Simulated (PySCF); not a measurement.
H₂MoOS₃, multiplicity 1. Atoms are numbered in the order given.

```xyz
7

Mo     0.0615     0.0802    -0.1960
S      0.3322     1.8471     0.9389
S      1.5585    -1.3468     0.2386
O      0.0039     0.5146    -2.0139
H      0.2941    -0.0993    -2.7058
S     -1.9070    -0.9722     0.4795
H     -2.6478     0.1635     0.5380
```
Charge 0, spin multiplicity 1.

Coordinates come from a B3LYP-D3(BJ)/def2-SVP optimisation. The multiplicity is an assumed one; other spin states were not compared. The def2 effective core potentials stand for the cores of Mo; spin–orbit coupling is left out. One conformer was computed; it need not be the lowest.

Method: TDDFT-PBE/def2-SVPD in PySCF.

Vertical excitations. Gas-phase values at a fixed geometry.

Computed UV-visible absorptions:
```tsv
state	energy (eV)	λ (nm)	f	main pairs
S1	2.37	522	0.000	HOMO→LUMO 98 %
S2	2.66	466	0.001	HOMO−1→LUMO 52 %, HOMO→LUMO+1 45 %
S3	2.90	428	0.014	HOMO→LUMO+1 43 %, HOMO−1→LUMO 37 %
S4	3.13	396	0.018	HOMO−1→LUMO+1 85 %
S5	3.47	357	0.006	HOMO−2→LUMO 84 %
S6	3.64	341	0.001	HOMO→LUMO+2 92 %
S7	3.72	333	0.005	HOMO−2→LUMO+1 68 %, HOMO−4→LUMO 14 %
S8	3.83	324	0.001	HOMO−4→LUMO 44 %, HOMO→LUMO+3 26 %, HOMO−3→LUMO+1 14 %
S9	3.84	323	0.000	HOMO−3→LUMO 41 %, HOMO→LUMO+3 30 %, HOMO−4→LUMO 11 %, HOMO−2→LUMO+1 8 %
S10	3.97	312	0.001	HOMO−3→LUMO+1 36 %, HOMO−1→LUMO+2 18 %, HOMO−1→LUMO+3 10 %, HOMO−4→LUMO 9 %
T1	2.09	593	0	HOMO→LUMO 97 %
T2	2.30	538	0	HOMO→LUMO+1 59 %, HOMO−1→LUMO 36 %
T3	2.40	516	0	HOMO−1→LUMO 59 %, HOMO→LUMO+1 39 %
T4	2.67	464	0	HOMO−1→LUMO+1 97 %
```
Triplets are in the Tamm–Dancoff approximation, which puts them higher than full response would, so one can lie above its singlet here.
